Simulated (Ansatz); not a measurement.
Molecule: trihydroxysilane, sum formula H4SiO3 (charge 0, singlet). 
Geometry from a B3LYP-D3(BJ)/def2-TZVP (Ansatz, a first-principles code) optimisation:
SMILES: O[SiH](O)O
```xyz
8

O      0.4966     1.5128    -0.0600
Si    -0.1600     0.0575     0.2913
O      0.9302    -1.1724     0.3848
O     -1.1860    -0.3739    -0.9101
H      0.8173     1.6628    -0.9537
H     -0.8291     0.2598     1.5841
H      1.5897    -1.1489     1.0823
H     -1.2646    -1.3107    -1.1072
```

Basis-set convergence of Hartree-Fock and MP2 correlation energies (hartree) with Ansatz. Valence correlation only, unless marked. No spin-orbit coupling. No relativistic terms.

```csv
basis,functions,E(HF),"E(corr, MP2)"
aug-cc-pV(D+d)Z,137,-516.05158,-0.70851
aug-cc-pV(T+d)Z,285,-516.13726,-0.86554
aug-cc-pV(Q+d)Z,513,-516.15676,-0.92426
```

Extrapolating the two largest sets (X = 3 and 4) as X^-3: E(corr) = (64·(-0.92426) - 27·(-0.86554))/37 = -0.9671 Eh, an estimate of the basis-set limit. The largest set recovers 95.6 % of it, the smallest 73.3 %.
